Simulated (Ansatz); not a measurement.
A nudged elastic band was laid between two geometries of F4H2NTa + H2 (10 atoms, charge 0, multiplicity 1).

Computed with Ansatz, RKS PBE0/def2-SVP.

| Item | Value |
| --- | --- |
| movable images | 7 |
| climbing image | yes |
| spring | 5.0 eV/Å² |
| optimiser | quadratic models (default) |
| start path | through a guess of the saddle point |
| force threshold | 0.05 eV/Å |
| iteration limit | 60 |
| end points | relaxed |

First end point:

```xyz
10
Properties=species:S:1:pos:R:3
Ta 0.069 0.363 0.011
N 2.013 0.446 0.089
H 2.535 0.624 0.943
H 2.616 0.290 -0.715
F 0.089 0.728 1.861
F 0.269 -0.014 -1.826
F -0.848 1.953 -0.354
F -0.774 -1.287 0.302
H 1.151 -3.035 0.761
H 1.910 -3.049 0.804
```

Last end point:

```xyz
10
Properties=species:S:1:pos:R:3
Ta -0.112 -0.358 0.150
N 2.221 -0.165 0.226
H 2.492 0.517 0.937
H 2.569 0.188 -0.667
F -0.004 -0.079 2.013
F 0.183 -0.823 -1.655
F 0.321 1.466 -0.197
F -1.941 -0.741 0.134
H 0.591 -1.945 0.508
H 2.707 -1.039 0.428
```

What changes between the two ends?

Bonds broken: H9–H10. Bonds formed: Ta1–H9, N2–H10. F4H2NTa + H2 becomes F4H4NTa.

Give the energies along the band, and the barrier.

The forces met the threshold. The highest image is number 5 of 0 to 8, 90.7 kJ/mol above the first end and 112.4 kJ/mol above the last; the last end lies 21.7 kJ/mol below the first. A vibrational analysis at the climbing image gives one clearly imaginary mode, 1194i cm⁻¹: a first-order saddle point. The orbitals stay closed-shell, which can raise the energy where a bond breaks towards radicals; this wasn't checked here.

```
image  path coordinate (Å)  energy (kJ/mol)  H9–H10 (Å)  Ta1–H9 (Å)  N2–H10 (Å)
    0                 0.00              0.0        0.76        3.64        3.57
    1                 0.60              1.0        0.76        3.47        2.97
    2                 1.20              6.4        0.76        3.07        2.69
    3                 1.80             13.4        0.76        2.63        2.44
    4                 2.40             32.0        0.79        2.24        1.98
    5                 3.00             90.7        1.06        1.97        1.34
    6                 3.66             32.5        1.68        1.84        1.03
    7                 4.32             -5.1        1.98        1.80        1.02
    8                 4.98            -21.7        2.30        1.77        1.02
```

What is the geometry of the highest image?


```xyz
10
Properties=species:S:1:pos:R:3
Ta 0.087 -0.133 0.118
N 2.194 0.015 0.217
H 2.696 0.264 1.067
H 2.792 0.027 -0.606
F 0.321 0.106 1.968
F 0.531 -0.411 -1.688
F -0.822 1.484 -0.162
F -1.450 -1.204 0.179
H 0.926 -1.893 0.414
H 1.752 -1.236 0.370
```

What are the harmonic wavenumbers there?

1194i, 104, 124, 161, 188, 214, 236, 271, 454, 566, 641, 656, 678, 684, 696, 696, 721, 1128, 1487, 1495, 1722, 1879, 3563, 3682 cm⁻¹.

Run time: 4.1 min on 4 threads of Arm Neoverse V2 (shared host), peak memory 0.28 GiB.
